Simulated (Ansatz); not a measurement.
## Worked example: the enthalpy of C4H9Br → C3H5Br + CH4

Species: C4H9Br (1-bromobutane) `CCCCBr`, singlet; C3H5Br (allyl bromide) `C=CCBr`, singlet; CH4 (methane) `C`, singlet. 

Shapes, held fixed at every level: PBE0-D4/def2-TZVP. Flexible molecules stand in one conformer, not always the lowest. Programs: Ansatz 0.2.0. The zero-point and thermal terms to 298 K, harmonic and unscaled (PBE0-D4/def2-TZVP), stand in the table.

At BHLYP-D4/def2-TZVPP; 1 Eh = 2625.50 kJ/mol:

```
species   energy (Eh)  H(298 K) − E (kJ/mol)  tabulated ΔfH (kJ/mol)
 C4H9Br  -2731.966088                  343.5                  -107.1
 C3H5Br  -2691.427405                  202.2                   +45.2
    CH4    -40.503363                  127.4                   -74.5
```

Q: Work out the reaction enthalpy at 298 K from the calculation and from the table of heats.

A: 
1. Electronic: (-2691.427405) + (-40.503363) − [(-2731.966088)] = 0.035320 Eh = +92.7 kJ/mol.
2. Zero-point and thermal: (202.2) + (127.4) − [(343.5)] = -13.9 kJ/mol.
3. Computed ΔH = +78.8 kJ/mol.
4. From the heats of formation (Active Thermochemical Tables, CRC Handbook of Chemistry and Physics): (45.2) + (-74.5) − [(-107.1)] = +77.8 kJ/mol.
5. Computed less tabulated: +1.0 kJ/mol. Tabulated heats carry uncertainties of their own.

Relativity is left out for Br unless named.
